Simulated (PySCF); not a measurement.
# Electronic structure of Au²⁺ (gold, charge +2) at the UHF level

Configuration: [Xe] 4f14 5d8 6s1, high-spin 4F determinant (an excited configuration). Calculation: PySCF 2.14, in aug-cc-pVDZ-PP with ECP60MDF; scalar relativity through the core potential.

- Total energy: -133.658418 hartree
- One-electron energy: -222.3174 hartree
- Hartree (Coulomb) energy: 99.9322 hartree
- Exchange energy: -11.2732 hartree
- ⟨S²⟩: 3.7526
- ⟨L²⟩: 12.031
- Sum of ⟨r⟩: 22.72 bohr
- Sum of ⟨r²⟩: 36.70 bohr²

```tsv
shell	electrons	mean orbital energy (eV)	spread (eV)	rms radius, mean of both spins (bohr)
5s α	1	-154.53	0	1.00
5s β	1	-150.72	0	1.00
5p α	3	-101.62	0	1.15
5p β	3	-96.820	0	1.15
5d α	5	-37.937	1.151	1.57
5d β	3	-35.668	0	1.57
6s α	1	-27.250	0	2.67
```

Energies and moments cover only the electrons outside the core potential. Spin-orbit coupling, absent here, splits the open shell strongly.
